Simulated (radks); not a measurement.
Values are calculated unless marked as measured or tabulated.
Excited configurations of Gd: one electron is placed in a higher orbital outside [Xe] 4f7 5d1 6s1. The ground configuration is [Xe] 4f7 5d1 6s2. Code: a radial shooting solver on a logarithmic mesh with Libxc functionals. Model: scalar-relativistic Kohn-Sham, LDA (Slater exchange, Perdew-Wang correlation), spin-polarised, spherical densities, point nucleus; open shells are filled with parallel spins first (spin-orbit coupling, left out, can overturn this in heavy ions). Excitation = E - E(ground); binding = E(ion) - E, where the ion is the core of charge +1; n* = 1/sqrt(2 binding) in atomic units, and the quantum defect is n - n*.

| outer orbital | excitation (eV) | binding (eV) | n* | quantum defect | <r> (bohr) |
|---|---|---|---|---|---|
| 5f | 5.298 | 0.958 | 3.769 | 1.231 | 16.24 |
| 6p | 2.060 | 4.196 | 1.801 | 4.199 | 5.136 |
| 6d | 4.633 | 1.623 | 2.896 | 3.104 | 10.42 |
| 6f | 5.585 | 0.670 | 4.505 | 1.495 | 27.46 |
| 7s | 3.910 | 2.346 | 2.408 | 4.592 | 9.429 |
| 7p | 4.549 | 1.707 | 2.823 | 4.177 | 12.16 |
| 7d | 5.267 | 0.989 | 3.710 | 3.290 | 19.94 |
| 7f | 5.768 | 0.487 | 5.283 | 1.717 | 41.29 |

The Delta-SCF ionisation energy is 6.256 eV (NIST Atomic Spectra Database: 6.150 eV, measured). Self-interaction in the functional shifts the binding energies and quantum defects, so they are the method's values and not measured ones. Open shells are spherical and high-spin; term and fine-structure splittings are not resolved. Spin-orbit splitting is averaged out at the scalar-relativistic level.
